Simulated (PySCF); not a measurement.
Löwdin shares of the frontier orbitals

C6H8SSi.
Geometry (PBE0-D3(BJ)/def2-SVP, Å), atoms numbered from 1 in this order:
```xyz
16
C6H8SSi angstrom
Si     3.2365    0.5922   -0.2912
S      2.1320   -1.2200   -0.6004
C      0.4392   -0.7840   -0.2840
C     -0.0085    0.5063    0.0191
C     -1.3633    0.7417    0.2469
C     -2.2857   -0.2991    0.1753
C     -1.8409   -1.5860   -0.1276
C     -0.4907   -1.8308   -0.3553
H      4.6419    0.1705   -0.5480
H      2.8388    1.6697   -1.2458
H      3.0933    1.1075    1.1030
H      0.6896    1.3445    0.0788
H     -1.6961    1.7556    0.4820
H     -3.3461   -0.1093    0.3543
H     -2.5526   -2.4130   -0.1870
H     -0.1469   -2.8411   -0.5901
```

Method: TDDFT wB97X-D/def2-SVPD, vertical, gas phase, core orbitals frozen in the response in PySCF.

Kohn–Sham orbitals with the atoms that hold most of them (Löwdin shares over 4%, at most four atoms; ? is withheld):

| orbital | ε (eV) | atoms |
| --- | --- | --- |
| LUMO+2 | 1.63 | Si1 35%, S2 28%, H10 12%, H11 12% |
| LUMO+1 | 1.19 | C7 19%, C5 18%, C4 18%, C8 18% |
| LUMO | 1.16 | C3 22%, C6 20%, C5 10%, C7 10% |
| HOMO | -8.21 | ? |
| HOMO-1 | -9.37 | ? |
| HOMO-2 | -10.45 | S2 27%, C3 16%, C6 16%, C5 9% |
| HOMO-3 | -10.81 | S2 57%, Si1 15%, C3 9%, C4 4% |

Give the leading atoms of the HOMO-1.

C4 (bonded to 2 C and H) 22%; C7 (bonded to 2 C and H) 21%; C8 (bonded to 2 C and H) 20%; C5 (bonded to 2 C and H) 19%.

Give the leading atoms of the HOMO.

S2 (bonded to C and Si) 40%; C3 (bonded to 2 C and S) 14%; C6 (bonded to 2 C and H) 13%; C8 (bonded to 2 C and H) 8%. By element: sulfur 40%, carbon 34% or more.

How does S1 compare with the orbital gap of 9.37 eV?

S1 is at 5.08 eV (f = 0.0068), 4.30 eV below the gap, made of HOMO→LUMO+1 (75%), HOMO-1→LUMO (21%). 

Next come S2 at 5.47 eV (f 0.159), HOMO→LUMO (59%), HOMO→LUMO+2 (22%); S3 at 5.50 eV (f 0.099), HOMO→LUMO+2 (41%), HOMO→LUMO (32%), HOMO→LUMO+4 (11%); S4 at 6.08 eV (f 0.0085), HOMO→LUMO+3 (54%), HOMO→LUMO+4 (17%), HOMO→LUMO+2 (16%); S5 at 6.47 eV (f 0.141), HOMO-1→LUMO (63%), HOMO→LUMO+1 (23%), HOMO-2→LUMO+1 (9%).

Time: 89 s. Hardware: one thread, x86-64 server, shared host.

One conformer stands for the species.
